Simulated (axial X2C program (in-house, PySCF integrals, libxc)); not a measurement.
# NaMn⁺: cheaper levels and CCSD(T), two-component

Calculated with an axial X2C code built on PySCF integrals. Two-component (2c) means X2C with spin–orbit coupling and atomic mean-field two-electron Coulomb and Gaunt terms. Basis: Mn dyall-cv3z [9s10p6d3f2g], Na dyall-cv3z [9s8p5d2f] (cores contracted in-house); Gaussian nuclei, density fitting, unrestricted open shells. Masses: Mn 54.938 u, Na 22.990 u.

State: Ω = 5/2 (⟨Sz⟩ = 2.50, ⟨Lz⟩ = 0.00 at HF); fragments Mn + Na+.

```
level  Re (Å)  ωe (cm⁻¹)  De (eV)
 PBE0   3.198      135.8    0.715
   HF   3.479      113.5    0.666
 CCSD   3.196      135.3    0.538
 TPSS   3.190      137.7    0.843
```

Correlated methods: 15 electrons correlated (number of frozen shells: Mn 3 s, 2 p; Na 1 s), 285 virtual spin orbitals or spinors in MP2, 90 natural virtuals in coupled cluster.

CCSD(T), same Hamiltonian and basis:

Re = 3.183 Å, ωe = 136.6 cm⁻¹, De = 0.50 eV; T1 = 0.035 (Lee–Taylor normalisation).

(1) Give the differences from CCSD(T) in the columns below.

One determinant describes the state; a PBE0 search over occupations chose it and may have missed a lower one. De is counted from the lowest determinant-based energies of the atoms at the same level, without counterpoise correction. Density functionals use the spin component along the axis (collinear). CCSD and (T) use frozen natural virtuals with an MP2 correction for the truncation; (T) itself is uncorrected, so its De runs slightly low. With several unpaired electrons one determinant need not be a pure state. This is the top spin component of a Σ state; components of lower Ω are not single determinants and can lie lower. The determinant is spin-polarised beyond a pure state at some levels (its spin-free form has ⟨S²⟩ too high), which makes Re and μ there less reliable.

Answers

(1) 

```json
{"level": "PBE0", "ΔRe (Å)": "0.015", "Δωe (cm⁻¹)": "-0.8", "ΔDe (eV)": "0.21"}
{"level": "HF", "ΔRe (Å)": "0.296", "Δωe (cm⁻¹)": "-23.1", "ΔDe (eV)": "0.17"}
{"level": "CCSD", "ΔRe (Å)": "0.013", "Δωe (cm⁻¹)": "-1.3", "ΔDe (eV)": "0.04"}
{"level": "TPSS", "ΔRe (Å)": "0.007", "Δωe (cm⁻¹)": "1.1", "ΔDe (eV)": "0.34"}
```
